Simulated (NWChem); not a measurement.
System: SiHSBr, singlet; SMILES S[Si]Br

```xyz
4

Si     1.0650    -0.6290     0.0000
Br    -0.1729     1.2638     0.0000
S     -0.5690    -2.0203     0.0000
H      0.2452    -3.1029     0.0000
```
Atoms are numbered in this order, from 1.

Results from NWChem. Low-valent species are run as closed-shell singlets; no triplet was tried in these runs. The geometry was optimised at PBE0/def2-SVP. Total energies compare along this basis series because the functional is fixed.

| level | basis functions | energy (Ha) | highest occupied level (eV) | orbital gap (eV) | dipole (D) |
|---|---|---|---|---|---|
| Hartree-Fock/cc-pVDZ | 68 | -3259.4827 | -9.53 | 10.01 | [?] |
| Hartree-Fock/aug-cc-pVDZ | 99 | -3259.4905 | -9.60 | 9.84 | 2.05 |
| Hartree-Fock/cc-pVTZ | 125 | -3259.5898 | -9.55 | 10.01 | 2.05 |
| Hartree-Fock/aug-cc-pVTZ | 182 | -3259.5910 | -9.57 | 9.84 | 1.98 |
| Hartree-Fock/cc-pVQZ | 216 | -3259.6001 | -9.56 | 9.94 | 1.99 |

Problem. What belongs in the gaps?

Solution. 
- Hartree-Fock/cc-pVDZ, dipole (D): 2.25
